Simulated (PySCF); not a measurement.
**Au: ionisation energy**

Au [Xe] 4f14 5d10 6s1 (2S) → Au⁺ [Xe] 4f14 5d10 (1S), as a difference of total energies. All numbers are calculated (PySCF 2.14, scalar relativity through the core potential, in def2-SVP with the def2 core potential (60 electrons)). Correlated levels: valence: 5s2 5p6 frozen. The calculations carry no spin-orbit coupling.

```csv
method,ionisation energy (eV),error (eV)
UHF,7.693,-1.533
LDA,9.934,+0.708
M06-2X,8.981,-0.245
MP2 (valence),8.879,-0.347
SCS-MP2 (valence),8.728,-0.498
CCSD (valence),8.726,-0.500
CCSD(T) (valence),8.749,-0.477
```

Reference: 9.226 eV (measured; NIST Atomic Spectra Database, ionization energies).

Errors of the correlated levels include the incompleteness of this basis and the frozen core.
